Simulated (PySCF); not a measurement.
Isomers of C7H18P2. Level of theory: PBE0-D3(BJ)/def2-SVP geometry optimisation, gas phase (PySCF 2.14.0). Energies are electronic, without zero-point or thermal terms, for one conformer each. No frequencies were run at this level. Point groups hold within 0.08 Å.

Task: Rank from lowest to highest electronic energy at this level (kJ/mol).
A. `[CH3:1][CH2:2][P:3]([CH2:4][CH2:5][PH2:6])[CH:7]([CH3:8])[CH3:9]` with C1–C2–P3–C4 160°, C2–P3–C4–C5 -82°, P3–C4–C5–P6 -176°, C4–C5–P6–H -76° and -170°, C2–P3–C7–C8 61°
B. `[CH3:1][P:2]([CH2:3][CH2:4][PH2:5])[C:6]([CH3:7])([CH3:8])[CH3:9]` with C1–P2–C3–C4 -62°, P2–C3–C4–P5 -45°, C3–C4–P5–H -158° and -63°

Result: B (0.0), A (6.5).

Neighbours under 10 kJ/mol apart (CP(CCP)C(C)(C)C and CCP(CCP)C(C)C) can change places with a better method, another conformer or zero-point energy.

| SMILES | E (Eh) | E rel (kJ/mol) | dipole (D) | point group | A, B, C (MHz) |
| --- | --- | --- | --- | --- | --- |
| CP(CCP)C(C)(C)C | -959.29881 | 0.0 | 2.17 | C1 | 2076, 598.1, 577.8 |
| CCP(CCP)C(C)C | -959.29633 | 6.5 | 1.59 | C1 | 1578, 548.3, 432.3 |

Task: How do the relative energies change in single points at PBE0/pcSseg-1 (no added dispersion term) on the same geometries?

Result: 
```
         SMILES  PBE0-D3(BJ)/def2-SVP (kJ/mol)  PBE0/pcSseg-1 (kJ/mol)  shift
CP(CCP)C(C)(C)C                            0.0                     0.1   +0.1
  CCP(CCP)C(C)C                            6.5                     0.0   -6.5
```

Each column counts from its own lowest isomer. CCP(CCP)C(C)C becomes the lowest; the largest shift is 6.5 kJ/mol.
